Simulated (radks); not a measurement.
Values are calculated unless marked as measured or tabulated.
Question: Mean orbital radii <r> (bohr) of neutral aluminium, [Ne] 3s2 3p1, of relativity; Dirac values are averaged over j with weights 2j + 1. Spin-unpolarised spherical Kohn-Sham, PBE, point nucleus unless stated (finite: rms radius 3.061 fm), a radial shooting solver on a logarithmic mesh with Libxc functionals. A level marked "c x" has the speed of light scaled by that factor and shares open shells by 2j + 1; other Dirac levels either fill j = l - 1/2 first or share by 2j + 1.

shell  non-rel.
1s       0.1205
2s       0.6279
2p       0.6039
3s        2.548
3p        3.445

Give the values at the level "Dirac, c x 1.5".

Answer: 
shell  Dirac, c x 1.5  change of magnitude (%)
1s             0.1204                    -0.13
2s             0.6270                    -0.13
2p             0.6037                    -0.03
3s              2.546                    -0.09
3p              3.447                    +0.03
